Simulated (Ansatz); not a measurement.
Computed with Ansatz on PBE0-D4/def2-TZVP structures; ΔE is electronic, products minus reactants. CCSD(T)/CBS adds triple-zeta CCSD(T) − MP2 to the extrapolated MP2 energy (def2 sets, frozen cores). DFT in def2-TZVPP. B3LYP here is the variant with VWN-RPA as its local correlation; programs differ in this. For Ge outer-core shells are correlated without core-valence functions, which leaves a few kJ/mol of doubt a bond. Scalar relativity is left out up to krypton. Each species was taken in one conformer, which may not be the lowest.

Reaction (ligand exchange at a Ge–N bond): `[NH2][GeH2][NH][SiH](N)F` + `N[SiH](O)Cl` → `[NH2][GeH2][O][SiH](N)Cl` + `N[SiH](N)F`

```
             level  ΔE (kJ/mol)  difference from CCSD(T)/CBS
            B2PLYP        -35.4                         -3.6
               PBE        -30.7                          1.1
            r2SCAN        -35.3                         -3.5
             B3LYP        -35.7                         -3.9
     HF/def2-TZVPP        -43.4                        -11.6
    MP2/def2-TZVPP        -32.1                         -0.3
SCS-MP2/def2-TZVPP        -35.2                         -3.4
   CCSD/def2-TZVPP        -33.6                         -1.8
SCS-MP2/def2-QZVPP        -35.0                         -3.2
    CCSD/CBS(def2)        -32.7                         -0.9
       CCSD(T)/CBS        -31.8                            0
```

Largest T1 diagnostic among the species: 0.011.

In def2-TZVPP, CCSD(T) changes the Hartree–Fock value by +10.7 kJ/mol (the triples alone add +0.9 kJ/mol) and MP2 by +11.3 kJ/mol.
